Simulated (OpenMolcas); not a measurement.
neutral lead: effect of the IPEA shift

```yaml
Program: OpenMolcas 26.06
Basis: ANO-RCC-VTZP [8s7p5d3f2g]
Scalar_Hamiltonian: DKH2, point nucleus
Active_space: 4 electrons in 8 orbitals (6s 6p 7s 7p)
State_averaging: 2S+1 = 3 even, 3 roots; 2S+1 = 1 even, 6 roots; 2S+1 = 5 odd, 1 root; 2S+1 = 3 odd, 5 roots (0 in the spin-orbit step)
Spin-orbit_coupling: state interaction with AMFI integrals over the reference wave functions, term energies averaged over their components
```

Methods on the same reference wave functions:
A. CASSCF
B. SS-CASPT2, IPEA 0 Eh, imaginary shift 0.1 Eh (closed shells correlated: 5d)
C. SS-CASPT2, IPEA 0.25 Eh, imaginary shift 0.1 Eh (closed shells correlated: 5d)

Energies in cm-1 above 6s2 6p2 3P0, the measured ground level; measured values from NIST Handbook of Basic Atomic Spectroscopic Data.

```
             Level      A      B      C  Measured
       6s2 6p2 3P0    0.0    0.0    0.0       0.0
       6s2 6p2 3P1   6178   6090   6090      7819
6s2 6p2 3P2 [66 %]   9599   9130   9100     10650
6s2 6p2 1D2 [66 %]  19157  18210  18140     21458
       6s2 6p2 1S0  26610  27220  27170     29467
```

Deviations, from unrounded energies. A percentage is the sum of absolute deviations over the sum of measured energies, with the sign that they share, or ± where signs differ.

| Against measurement | Levels | A | B | C |
| --- | --- | --- | --- | --- |
| mean absolute deviation (cm-1) | 4 | 2000 | 2200 | 2200 |
| fine structure of the ground term (%) | 2 | -14.6 | -17.6 | -17.7 |
| other terms of the ground configuration (%) | 2 | -10.1 | -10.8 | -11.0 |

A lies closest to measurement on these levels and C furthest from it. The largest miss of A in the table is 6s2 6p2 1S0, by -2900 cm-1. The ranking rests on the paired levels alone, and a cruder setting can come out closer through cancelling errors.

Between B and C the level of the table that moves most is 6s2 6p2 1D2 [66 %], by 68 cm-1 (lowest in C, highest in B). Moves below CASPT2's spread within the term are not significant.

The mean deviations of B to C differ by less than CASPT2's widest spread within a term (49 cm-1), so their order carries little weight.

From A to B the spin-free energies of the other terms of 6s2 6p2 shown, above 3P, scale by factors of 0.83 to 1.06.

The lowest spin-free term lies below A's lowest term by 0.446 hartree in B, 0.441 hartree in C.

CASPT2 does not keep the components of a term degenerate, so their means are used; among the terms shown or strongly mixed into the levels shown the widest spread is 49 cm-1 (6s2 6p2 1D, C). Some high roots are left out of the spin-orbit mixing, which shifts the levels that they would mix with. Active for correlation alone: 7p 7s; no level in the range computed is led by a configuration that fills them, so any true level of that kind is missing. Spin-orbit splittings of 6p shells tend to come out small when the coupling is added on scalar orbitals. Measured partners are found by configuration, term and J. A level has none where our copy of the source lacks it or the pairing is in doubt (some pairs that miss far off the trend of their configuration count as doubtful), and it then counts in no deviation. Where the source uses jj or jK labels, the order within each J decides. Only configurations of the active space appear. The table leaves out levels that lie high or whose names do not pair safely across all columns.

A share in square brackets marks a mixed level and gives the weight of the term that names it, the lowest over the columns.
